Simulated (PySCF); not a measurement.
CH₉NOSi₃, SMILES [C@@H]1(N[SiH2]O[SiH2]1)[SiH3]. Atoms are numbered in the order given.

```xyz
15

Si     2.3337     0.7422    -0.1737
C      0.6068     0.4898     0.5544
N     -0.4067     1.1424    -0.2786
Si    -1.9312     0.3349    -0.4907
O     -1.4887    -1.2032    -0.0014
Si     0.0818    -1.3475     0.5646
H      2.6152     2.2077    -0.2998
H      2.4151     0.1242    -1.5308
H      3.3713     0.1287     0.7141
H      0.6083     0.8485     1.6058
H     -0.2428     2.1188    -0.4970
H     -3.0495     0.8119     0.3801
H     -2.3914     0.3722    -1.9085
H      0.1171    -1.9447     1.9296
H      0.8923    -2.1914    -0.3623
```

Coordinates come from a PBE0-D3(BJ)/def2-SVP optimisation. The structure was generated by enumeration; whether it is a known compound was not checked. One conformer was computed; it need not be the lowest.

Calculation: PBE/pcSseg-1 (PySCF).

GIAO shieldings, no solvent; atoms listed in one row are averaged. δ = σ(ref) − σ: ²⁹Si against TMS (σ = 335.4 ppm); ¹³C against TMS (σ = 182.0 ppm); ¹⁵N against NH3 (σ = 267.0 ppm); ¹⁷O against H2O (σ = 334.3 ppm); ¹H against TMS (σ = 31.49 ppm), references at their B3LYP-D3(BJ)/def2-TZVP geometries, non-relativistic.

```tsv
nucleus	atoms	count	δ (ppm)
²⁹Si	Si6	1	0.5
²⁹Si	Si4	1	-12.5
²⁹Si	Si1	1	-66.9
¹³C	C2	1	24.9
¹⁵N	N3	1	32.0
¹⁷O	O5	1	43.4
¹H	H12, H13	2	5.82
¹H	H14	1	5.71
¹H	H15	1	5.44
¹H	H7, H8, H9	3	4.34
¹H	H10	1	2.85
¹H	H11	1	0.30
```
